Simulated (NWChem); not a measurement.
System: SnS, singlet; SMILES [S]=[Sn]

```xyz
2

Sn     0.0000     0.0000    -0.5388
S      0.0000     0.0000     1.6837
```
Atoms are numbered in this order, from 1.

Results from NWChem. Low-valent species are run as closed-shell singlets; no triplet was tried in these runs. Structure relaxed at the PBE0/def2-SVP level. def2 effective core potentials on Sn; no spin-orbit coupling.

Question: What does the run give for B3LYP/def2-SVP? Quantities: highest occupied level (eV); orbital gap (eV); dipole (D).

Answer: 
```
Quantity                     Result
---------------------------  ------
highest occupied level (eV)   -6.98
orbital gap (eV)               4.43
dipole (D)                     2.94
```
